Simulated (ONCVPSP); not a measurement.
**O: excitation energies, all-electron against ONCV**

* Element: O (Z = 8)
* Generator: ONCVPSP 4.0.1
* Type: optimised norm-conserving Vanderbilt (ONCV)
* Functional: LDA (Perdew-Wang 92)
* Relativity: scalar-relativistic
* Frozen core: [He]
* Valence charge: 6
* Reference configuration: 2s1.5 2p4.5
* Partial waves: 2s: rc 0.70 bohr, ncon 4, nbas 8, qcut 9.8 1/bohr, 2 projectors, debl 1.6 Ha; 2p: rc 1.55 bohr, ncon 4, nbas 9, qcut 10.4 1/bohr, 2 projectors, debl 0.5 Ha; d scattering state at 0.13 Ha: rc 1.25 bohr, ncon 4, nbas 7, qcut 8.5 1/bohr, 2 projectors, debl 1.2 Ha
* Local potential: polynomial inside 0.60 bohr (lpopt 5, dvloc0 0 Ha)
* Core correction: Teter function fitted to the true core (icmod 2), fcfact 0.45

Energies are relative to the spin-unpolarised reference configuration 2s1.5 2p4.5; without spin polarisation the order of configurations can differ from experiment.

(1) Give the all-electron excitation energy and the error of the potential for: 2s2 2p4; 2s2 2p3; 2s2 2p2; 2s2 2p1.

Answers

(1)

```
valence configuration  charge  ΔE all-electron (eV)  error AE − PS (meV)
              2s2 2p4       0                -7.285                 +4.3
              2s2 2p3      +1                 9.299                  +52
              2s2 2p2      +2                43.012                 +257
              2s2 2p1      +3                96.983                 +846
```
